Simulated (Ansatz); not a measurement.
A CCSD(T) single point on `C[NH2+][AlH-]([CH3])[CH3]`.

```yaml
crystal:
  periodic: [false, false, false]
  atoms:
    - {symbol: C, position_ang: [0.363760, 1.043667, -1.626772]}
    - {symbol: N, position_ang: [1.034184, 0.939294, -0.323662]}
    - {symbol: Al, position_ang: [0.165461, -0.355253, 1.025504]}
    - {symbol: C, position_ang: [0.290787, -2.080368, 0.063987]}
    - {symbol: C, position_ang: [-1.628290, 0.448412, 1.255165]}
    - {symbol: H, position_ang: [0.866765, 1.741740, -2.299576]}
    - {symbol: H, position_ang: [0.336240, 0.056892, -2.087339]}
    - {symbol: H, position_ang: [-0.662328, 1.373195, -1.468176]}
    - {symbol: H, position_ang: [1.078305, 1.848633, 0.126400]}
    - {symbol: H, position_ang: [1.996795, 0.638425, -0.443088]}
    - {symbol: H, position_ang: [1.222399, -0.116917, 2.222226]}
    - {symbol: H, position_ang: [-0.001191, -2.905624, 0.723091]}
    - {symbol: H, position_ang: [1.307706, -2.309594, -0.275652]}
    - {symbol: H, position_ang: [-0.368587, -2.138408, -0.809341]}
    - {symbol: H, position_ang: [-1.591487, 1.510092, 1.526225]}
    - {symbol: H, position_ang: [-2.260714, 0.357959, 0.364822]}
    - {symbol: H, position_ang: [-2.168706, -0.052345, 2.066287]}
basis:
  gaussian: {orbitals: def2-TZVPP}
correlation: {method: ccsd_t}
output: {orbitals: {seedname: orbitals}}
```

```sh
$ ansatz run in.yaml --threads 4 --pin off --events-out ev --progress --plain --max-ram 11315MiB
```

The program prints (abridged):

```
Functional definition: HF
1904 factors; integrals over basis functions are off by at most 1.3e-3 eV
mean field evaluation 1: about -11343.4860 eV, gradient 4.5e1 eV
mean field evaluation 2: about -11343.6469 eV, gradient 4.5e1 eV
mean field evaluation 4: about -11348.8165 eV, gradient 3.9e0 eV
mean field evaluation 8: about -11348.8786 eV, gradient 2.6e-1 eV
mean field -11348.87891738 eV, -417.0636076674 hartree, gradient 4.0e-6 eV, S^2 0.000000; 0 other end points of the search recorded, 0 dependent functions left out
9 core orbitals not correlated: weight in the atoms' cores, before any rotation towards them, 1.000 or more for the frozen orbitals, at most 0.000 for the correlated occupied ones
reference -11348.87891738 eV, -417.0636076674 hartree; 16, 16 occupied and 309, 309 virtual orbitals, 1904 factors
second order -23.41411390 eV of doubles, -0.00000000 eV of singles
cycle   1  -24.52103158 eV  change    -1.1e0 eV  update   9.0e-2
cycle   2  -25.10976030 eV  change   -5.9e-1 eV  update   2.6e-2
cycle   3  -25.17843329 eV  change   -6.9e-2 eV  update   9.0e-3
cycle   4  -25.17559149 eV  change    2.8e-3 eV  update   2.2e-3
cycle   5  -25.17588479 eV  change   -2.9e-4 eV  update   7.5e-4
cycle   6  -25.17581394 eV  change    7.1e-5 eV  update   2.3e-4
cycle   7  -25.17575070 eV  change    6.3e-5 eV  update   7.9e-5
cycle   8  -25.17575529 eV  change   -4.6e-6 eV  update   3.0e-5
perturbative correction -0.89993227 eV, -0.0330719011 hartree
Total energy: -11374.95460495 eV, -418.0218715108 hartree
```

It took 19 min on 4 threads of an Arm Neoverse V2 on a shared host, with 5.4 GiB of host memory at the peak.

The correlation energy is -26.076 eV, 3.5 % of it from (T); the T1 diagnostic reads 0.0088.
